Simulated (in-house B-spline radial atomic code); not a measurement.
A fraction x of an electron is removed from 4d in Ag III (Ag2+), starting from [Kr] 4d9 and keeping the highest spin. Level of theory: non-relativistic wB97X, spin-polarised, spherical fractional occupations, point nucleus; calculated with a B-spline radial code for spherical atoms.

Caution: exact exchange at fractional occupations of open shells leaves self-interaction of up to several eV.

| x | E(x) - E(0) (eV) | 4d down level (eV) |
| --- | --- | --- |
| 0 | 0.0000 | -31.577 |
| 0.12 | 3.8765 | -33.034 |
| 0.2 | 6.5584 | -34.016 |
| 0.31 | 10.3750 | -35.379 |
| 0.41 | 13.9753 | -36.630 |
| 0.5 | 17.3231 | -37.767 |
| 0.57 | 19.9980 | -38.658 |
| 0.7 | 25.1318 | -40.328 |
| 0.8 | 29.2294 | -41.625 |
| 0.93 | 34.7511 | -43.328 |
| 1 | 37.8164 | -44.253 |

The exact functional would give a straight line between the two integer points. Deviations E(x) - E(0) - x[E(1) - E(0)], in eV: -0.661 at x = 0.12, -1.005 at x = 0.2, -1.348 at x = 0.31, -1.529 at x = 0.41, -1.585 at x = 0.5, -1.557 at x = 0.57, -1.34 at x = 0.7, -1.024 at x = 0.8, -0.418 at x = 0.93.

The curve lies below the straight line by up to 1.585 eV (at x = 0.5): convex, the delocalisation error, to which spherically averaged exact exchange adds.

Question: How well does Slater's transition state (minus the level at half occupation) give the ionisation energy?

Answer: It gives 37.767 eV against 37.816 eV from the two total energies; NIST lists 34.80 eV, ground level to ground level. The end point has an open shell averaged over its orbitals, so its exact exchange keeps a self-interaction and this is no true integer point.
